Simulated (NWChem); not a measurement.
# Relativistic effects in BrGe

```
Ge
Br 1 2.3542
```
Charge 0, spin multiplicity 2.

All runs are NWChem calculations. All single points use one geometry, from UB3LYP/def2-SVP, a minimum by its harmonic frequencies.

Functional PBE, all-electron basis x2c-SVPall-2c, contracted for the X2C Hamiltonian and used here with ZORA. The ion keeps the geometry and has multiplicity 1 in the scalar run; the spin-orbit run starts from the same electron counts.

The cost column gives rough processor time relative to scalar ZORA; each entry includes its own SCF.

This spin state was chosen for the runs; another may lie lower. The structure started from a generated list of species. No SCF solution was tested for a lower state.

```tsv
Hamiltonian	ΔSCF ionisation energy (eV)	relative cost
scalar ZORA	7.26	1
spin-orbit ZORA	7.31	under 3
```

From scalar ZORA to spin-orbit ZORA the ionisation energy rises by 0.05 eV.
